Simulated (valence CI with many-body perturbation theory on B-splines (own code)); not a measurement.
# How close is CI+MBPT for V+?

Calculated by configuration interaction combined with many-body perturbation theory (CI+MBPT): four valence electrons over a frozen Dirac-Fock core [Ar], radial functions for each j: 9 s, 9 p, 10 d, 8 f, 5 g, 3 h, 1 i, with the one-electron correlation potential Σ1, the two-electron term Σ2, the three-electron term Σ3, Breit, model QED; selected CI, second order for the rest, scaled by the run's own slope (own B-spline code, finite nucleus).

Set against measurement, 12 paired levels are off by 831 cm⁻¹ on average, the worst by 1312. These come from a selection out of the NIST Handbook of Basic Atomic Spectroscopic Data. Levels without a partner in it may be off by more, other configurations by 1,000 to 4,000 cm⁻¹. Among the levels kept, up to 570 cm⁻¹ of a level comes from second order outside the variational space, and about a tenth of that is noise between levels of different J, which matters for small intervals.

Measured levels: NIST Handbook of Basic Atomic Spectroscopic Data (Sansonetti and Martin, J. Phys. Chem. Ref. Data 34, 1559 (2005)). Pairs share parity and J, and are chosen by configuration, term and nearness in energy; levels without a clear partner are left out. Energies in cm⁻¹ above the measured ground level. The last column is blank where CI alone has no clear partner.

Letters in brackets count levels of one name in rising energy.

```
 Computed label  Label in the source  Measured  Computed  Difference  CI alone, difference
       3d4 5D_0             3d4 a 5D         0       0.0           0                     0
       3d4 5D_1             3d4 a 5D      36.0      43.6          +8                   +33
       3d4 5D_2             3d4 a 5D     106.6     117.5         +11                   +32
       3d4 5D_3             3d4 a 5D     208.9     218.6         +10                   +11
       3d4 5D_4             3d4 a 5D     339.2     345.0          +6                   -16
    3d3 4s 5F_1      3d3(4F) 4s a 5F    2604.9    1399.3       -1206                -16738
    3d3 4s 5F_2      3d3(4F) 4s a 5F    2687.1    1489.3       -1198                -16748
    3d3 4s 5F_3      3d3(4F) 4s a 5F    2808.8    1610.4       -1198                -16772
    3d3 4s 5F_4      3d3(4F) 4s a 5F    2968.3    1764.7       -1204                -16800
    3d3 4s 5F_5      3d3(4F) 4s a 5F    3162.8    1948.4       -1214                -16838
3d3 4s 3F_2 [a]      3d3(4F) 4s a 3F    8640.3    7338.3       -1302                -16886
3d3 4s 3F_3 [a]      3d3(4F) 4s a 3F    8842.0    7538.7       -1303                -16918
3d3 4s 3F_4 [a]      3d3(4F) 4s a 3F    9097.8    7785.6       -1312                -16954
```

Over 12 excited levels the mean absolute difference is 831 cm⁻¹, the median 1201 and the largest 1312. For the 12 levels that pair on every rung the mean is CI alone 11229, + Σ1 8683, + Σ2 1242, + Σ3 868, + Breit 846, + QED 831. The comparison draws on a selection of the measured levels: 13 of the 61 computed ones have a partner in it, and others may be off by more.
